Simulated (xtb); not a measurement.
H2O2Se, SMILES O[Se]O. All values are semi-empirical tight-binding results from xtb (GFN2-xTB unless named), good for trends rather than for accurate numbers. Geometry optimised at GFN2-xTB. The values are those of a single conformer.

Computed properties:
| Item | Value |
|---|---|
| point group as xtb finds it | Cs |
| orbital gap | 3.92 eV |
| zero-point energy | 15.8 kcal/mol |
| G − E(el) at 298.15 K (modified RRHO) | -1.4 kcal/mol |
| static polarisability (D4 model) | 41.3 bohr³ |
| solvation energy, GFN2-xTB/ALPB(water) | -9.4 kcal/mol |
| solvation energy, GFN2-xTB/ALPB(methanol) | -7.5 kcal/mol |
